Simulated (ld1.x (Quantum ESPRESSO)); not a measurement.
# Plane-wave convergence, TM semilocal potential for phosphorus (P)

P, norm-conserving Troullier–Martins (semilocal form), made with ld1.x (Quantum ESPRESSO) 7.5 (PBE, scalar-relativistic). Core [Ne], reference 3s1.75 3p3.25. Waves: 3s (bound): rc 1.70 bohr; 3p (bound): rc 1.45 bohr; 3d channel at 0.35 Ry: rc 1.35 bohr. Local part: the d channel. Core correction: none.

The pseudo-atom Hamiltonian at the reference potential is diagonalised in spherical Bessel functions j_l(qr) that vanish at 20 bohr, with q² up to the cutoff. All-electron valence levels (Ry): 3s -1.0402, 3p -0.4155.

Q: How do the lowest levels (Ry) of each channel move with the cutoff, and are there ghosts?

A:

```tsv
cutoff (Ry)	s #1	p #1	d #1	d #2	Σ f·Δε (mRy)
8	-0.9717	-0.4103	0.0641	0.1435	136.6
10	-1.0005	-0.4128	0.0640	0.1429	78.0
15	-1.0306	-0.4132	0.0638	0.1420	24.1
18	-1.0355	-0.4133	0.0638	0.1415	15.2
25	-1.0359	-0.4133	0.0637	0.1411	14.4
30	-1.0368	-0.4135	0.0636	0.1408	12.0
35	-1.0383	-0.4141	0.0636	0.1406	7.7
45	-1.0398	-0.4150	0.0636	0.1404	2.2
50	-1.0400	-0.4152	0.0635	0.1403	1.2
60	-1.0400	-0.4153	0.0635	0.1402	0.7
70	-1.0401	-0.4153	0.0635	0.1402	0.6
400	-1.0402	-0.4155	0.0635	0.1402	0.0
```

Result: no extra level below or beside the all-electron valence levels (s, p, d tested); the semilocal form is local in each channel, so this says nothing of the separable form that plane-wave codes build from it; 10 mRy is reached at 35 Ry and 1 mRy at 55 Ry.
